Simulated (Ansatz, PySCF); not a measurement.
Stretching the Cd1–H2 bond in CdH3N (SMILES [NH2][CdH]) (multiplicity 1 held, fragments rigid). Energies count from the point at 1.656 Å.
Geometry at that point (charge 0, multiplicity 1):
```csv
atom,x (Å),y (Å),z (Å)
Cd,-0.1932,-0.0408,-0.2275
H,-1.2093,-0.2364,-1.5204
N,1.1617,0.2684,1.2504
H,1.4991,-0.5755,1.6986
H,0.8497,0.8903,1.9872
```

Restricted levels (R-, RO-) in cc, def2 and unpolarised 6-31G sets keep to the state of the molecule at rest. U- levels take the lowest unrestricted solution at each point, which mixes spins at long bonds. Active spaces are followed from a long bond inwards. Curves can end on different states.

Cores are frozen in the correlated methods. Rows in LANL2DZ carry no dispersion term and start afresh at each structure. LANL2DZ brings its own core potentials from Na on.

Programs: Ansatz (Gaussian basis) for Hartree–Fock, density functionals and correlated methods; PySCF for LANL2DZ rows. Each number belongs to the level named beside it. In def2 rows elements past Kr take small-core potentials, without spin–orbit coupling.

| level | energy at R = 5.299 Å (kcal/mol) |
|---|---|
| U-HF/LANL2DZ | 52.11 |
| R-HF/def2-TZVPP | 136.47 |
| R-PBE/def2-TZVPP | 96.83 |
| R-r2SCAN/def2-TZVPP | 105.57 |
| U-r2SCAN/def2-TZVPP | 74.25 |
| R-B3LYP/def2-TZVPP | 105.92 |
| R-wB97X-V/def2-TZVPP | 136.25 |
| U-wB97X-V/def2-TZVPP | ___ |
| FIC-MRCISD+Q on CASSCF(2,2)/def2-TZVPP | 75.01 |

Task: Some entries are withheld; supply them.

Result: 
- U-wB97X-V/def2-TZVPP, energy at R = 5.299 Å (kcal/mol): 78.26

Doubts at one or more of the structures used: a spin-contaminated determinant (U-HF/LANL2DZ, U-r2SCAN/def2-TZVPP, U-wB97X-V/def2-TZVPP); a restricted determinant that unrestricted orbitals would lower (R-HF/def2-TZVPP, R-PBE/def2-TZVPP, R-r2SCAN/def2-TZVPP, R-B3LYP/def2-TZVPP, R-wB97X-V/def2-TZVPP).

Ansatz is a program for electronic structure.
